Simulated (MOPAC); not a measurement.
Input for MOPAC: PM7 on CH6F2Si (a complex), monomers drawn apart or pushed together.

```
PM7 1SCF PRECISE CHARGE=0 THREADS=1
CH6F2Si

Si     0.23949382 1    -0.04746047 1     0.12882247 1
H     -1.01343314 1     0.27948020 1     0.84835367 1
H      0.51101619 1    -1.49675428 1     0.24324508 1
H      1.35957001 1     0.72867556 1     0.70052599 1
H      0.07057473 1     0.30685597 1    -1.29997845 1
F      0.37309101 1    -0.78882283 1     3.02456607 1
C     -0.44505974 1     0.11093330 1     3.64313946 1
F      0.13924631 1     1.33808292 1     3.57915289 1
H     -0.54639806 1    -0.17654460 1     4.69073757 1
H     -1.39334068 1     0.14485155 1     3.10547743 1
```

It printed:

```
*******************************************************************************
 **                                                                           **
 **                              MOPAC v23.2.5                                **
 **                                                                           **
 *******************************************************************************
 ** MOPAC's Digital Object Identifier: https://doi.org/10.5281/zenodo.6511958 **
 **                                                                           **
 ** Please cite the open-source release paper for use of this MOPAC version:  **
 ** J. E. Moussa and J. J. P. Stewart (2026)                                  **
 ** MOPAC: An open-source semiempirical molecular orbital program             **
 ** J. Open Source Softw., 11(119), 8025, https://doi.org/10.21105/joss.08025 **
 *******************************************************************************

                              PM7 CALCULATION RESULTS

 *******************************************************************************
 *  PM7        - The PM7 Hamiltonian to be used
 *
 *
 *
 *                 CHARGE ON SYSTEM = 0
 *
 *
 *
 *  PRECISE    - TIGHTER CRITERIA TO BE USED
 *  1SCF       - DO 1 SCF AND THEN STOP
 *  THREADS=1  - MULTI-THREADING NOT USED
 *  T=         - A TIME OF 172800.0 SECONDS REQUESTED
 *  DUMP=N     - RESTART FILE WRITTEN EVERY 7200.0 SECONDS REQUESTED
 *******************************************************************************
PM7 1SCF PRECISE CHARGE=0 THREADS=1
 CH6F2Si

   ATOM   CHEMICAL          X               Y               Z
  NUMBER   SYMBOL      (ANGSTROMS)     (ANGSTROMS)     (ANGSTROMS)

     1      Si          0.23949382  *  -0.04746047  *   0.12882247  *
     2       H         -1.01343314  *   0.27948020  *   0.84835367  *
     3       H          0.51101619  *  -1.49675428  *   0.24324508  *
     4       H          1.35957001  *   0.72867556  *   0.70052599  *
     5       H          0.07057473  *   0.30685597  *  -1.29997845  *
     6       F          0.37309101  *  -0.78882283  *   3.02456607  *
     7       C         -0.44505974  *   0.11093330  *   3.64313946  *
     8       F          0.13924631  *   1.33808292  *   3.57915289  *
     9       H         -0.54639806  *  -0.17654460  *   4.69073757  *
    10       H         -1.39334068  *   0.14485155  *   3.10547743  *



          CARTESIAN COORDINATES

    NO.       ATOM           X           Y           Z

     1        Si          0.2395     -0.0475      0.1288
     2         H         -1.0134      0.2795      0.8484
     3         H          0.5110     -1.4968      0.2432
     4         H          1.3596      0.7287      0.7005
     5         H          0.0706      0.3069     -1.3000
     6         F          0.3731     -0.7888      3.0246
     7         C         -0.4451      0.1109      3.6431
     8         F          0.1392      1.3381      3.5792
     9         H         -0.5464     -0.1765      4.6907
    10         H         -1.3933      0.1449      3.1055

 General Reference for PM7:
 "Optimization of Parameters for Semiempirical Methods VI: More Modifications to the
 NDDO Approximations and Re-optimization of Parameters", J. J. P. Stewart, J. Mol. Mod., 1:32, 19 (2013)
 https://link.springer.com/article/10.1007/s00894-012-1667-x

           Empirical Formula: C H6 Si F2  =    10 atoms



      MOLECULAR POINT GROUP   :   C1


      RHF CALCULATION, NO. OF DOUBLY OCCUPIED LEVELS = 14


 -------------------------------------------------------------------------------
 PM7 1SCF PRECISE CHARGE=0 THREADS=1
 CH6F2Si



     1SCF WAS SPECIFIED, SO BFGS WAS NOT USED
     SCF FIELD WAS ACHIEVED


                              PM7 CALCULATION
                                                       MOPAC v23.2.5 Linux




          FINAL HEAT OF FORMATION =        -81.70168 KCAL/MOL =    -341.83985 KJ/MOL


          COSMO AREA              =        128.09 SQUARE ANGSTROMS
          COSMO VOLUME            =        116.77 CUBIC ANGSTROMS

          IONIZATION POTENTIAL    =         12.288821 EV
          HOMO LUMO ENERGIES (EV) =        -12.289  2.356
          NO. OF FILLED LEVELS    =         14
          MOLECULAR WEIGHT        =         84.1407         POINT GROUP:  C1

          MOLECULAR DIMENSIONS (Angstroms)

            Atom       Atom       Distance
            H     9    H     5     6.04177
            F     8    H     3     3.09442
            H     4    H    10     2.49528


          SCF CALCULATIONS        =          1





   ATOM   CHEMICAL          X               Y               Z
  NUMBER   SYMBOL      (ANGSTROMS)     (ANGSTROMS)     (ANGSTROMS)

     1      Si          0.23949382  *  -0.04746047  *   0.12882247  *
     2       H         -1.01343314  *   0.27948020  *   0.84835367  *
     3       H          0.51101619  *  -1.49675428  *   0.24324508  *
     4       H          1.35957001  *   0.72867556  *   0.70052599  *
     5       H          0.07057473  *   0.30685597  *  -1.29997845  *
     6       F          0.37309101  *  -0.78882283  *   3.02456607  *
     7       C         -0.44505974  *   0.11093330  *   3.64313946  *
     8       F          0.13924631  *   1.33808292  *   3.57915289  *
     9       H         -0.54639806  *  -0.17654460  *   4.69073757  *
    10       H         -1.39334068  *   0.14485155  *   3.10547743  *

                             CARTESIAN COORDINATES

   1   Si        0.239493820    -0.047460470     0.128822470
   2    H       -1.013433140     0.279480200     0.848353670
   3    H        0.511016190    -1.496754280     0.243245080
   4    H        1.359570010     0.728675560     0.700525990
   5    H        0.070574730     0.306855970    -1.299978450
   6    F        0.373091010    -0.788822830     3.024566070
   7    C       -0.445059740     0.110933300     3.643139460
   8    F        0.139246310     1.338082920     3.579152890
   9    H       -0.546398060    -0.176544600     4.690737570
  10    H       -1.393340680     0.144851550     3.105477430


           Empirical Formula: C H6 Si F2  =    10 atoms



      MOLECULAR POINT GROUP   :   C1


                  EIGENVALUES
 -41.20271 -40.98253 -25.10077 -18.95445 -17.98058 -17.88872 -17.72657 -16.24461
 -15.44426 -14.76054 -13.46633 -12.31492 -12.30088 -12.28882   2.35618   2.47398
   2.56142   2.67798   2.71339   4.43004   4.54461   8.27124  20.63113  20.65843
  21.44855  21.47659  21.54687


              NET ATOMIC CHARGES AND DIPOLE CONTRIBUTIONS

  ATOM NO.   TYPE          CHARGE      No. of ELECS.   s-Pop       p-Pop       d-Pop
    1         Si          -0.025065        4.0251     0.93520     2.99186     0.09801
    2          H          -0.007921        1.0079     1.00792
    3          H           0.008652        0.9913     0.99135
    4          H           0.014001        0.9860     0.98600
    5          H           0.005605        0.9944     0.99439
    6          F          -0.206175        7.2062     1.97005     5.23613
    7          C           0.144059        3.8559     1.14515     2.71079
    8          F          -0.203851        7.2039     1.97058     5.23327
    9          H           0.134279        0.8657     0.86572
   10          H           0.136415        0.8636     0.86358
 DIPOLE           X         Y         Z       TOTAL
 POINT-CHG.    -1.955    -0.481     1.056     2.273
 HYBRID         0.275     0.056    -0.072     0.289
 SUM           -1.680    -0.425     0.984     1.993


          ATOMIC ORBITAL ELECTRON POPULATIONS

     Atom    s        px        py        pz      x^2-y^2     xz        z^2       yz        xy
    1 Si   0.93520   0.99456   1.00421   0.99309   0.02456   0.01905   0.03031   0.00842   0.01567
    2  H   1.00792
    3  H   0.99135
    4  H   0.98600
    5  H   0.99439
    6  F   1.97005   1.73967   1.65061   1.84585
    7  C   1.14515   0.91887   0.74682   1.04510
    8  F   1.97058   1.86073   1.38473   1.98780
    9  H   0.86572
   10  H   0.86358

 **********************
 *                    *
 * JOB ENDED NORMALLY *
 *                    *
 **********************




 == MOPAC DONE ==
```

The run finished.

Cost: roughly 0.020 core-seconds.
